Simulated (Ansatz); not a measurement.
`O=[C]1[GeH2][CH]1Cl`, relaxed with RKS PBE0-D4/def2-TZVP in Ansatz 0.2.0 from a PBE-D4/def2-SVP geometry. The force threshold is 0.005 eV/Å; the program also tests the step.

The species carries charge 0 and has multiplicity 1.

Start:

```xyz
8

O    -2.200    0.539   -0.504
C    -1.009    0.519   -0.400
Ge    0.477   -0.891   -0.766
C     0.060    0.683    0.553
Cl   -0.239    0.915    2.285
H     0.059   -2.289   -0.233
H     1.996   -0.830   -1.105
H     0.855    1.354    0.171
```

(1) How much energy does the relaxation release, and in how many steps? (Estimate.)

(2) Which bonds change most? (Best estimate.)

(3) Give the relaxed structure. (Estimate.)

Answers

(1) The calculation gave: 1.61 kcal/mol, in 8 steps.

(2) Computed: C2–Ge3 from 2.081 to 2.013 Å; Ge3–C4 from 2.096 to 2.045 Å; C4–Cl5 from 1.773 to 1.748 Å; Ge3–H7 from 1.557 to 1.533 Å.

(3) Computed: 
```xyz
8

O    -2.137    0.586   -0.540
C    -0.967    0.473   -0.415
Ge    0.482   -0.902   -0.668
C     0.070    0.666    0.579
Cl   -0.276    0.930    2.272
H     0.085   -2.311   -0.218
H     1.909   -0.793   -1.215
H     0.834    1.351    0.205
```
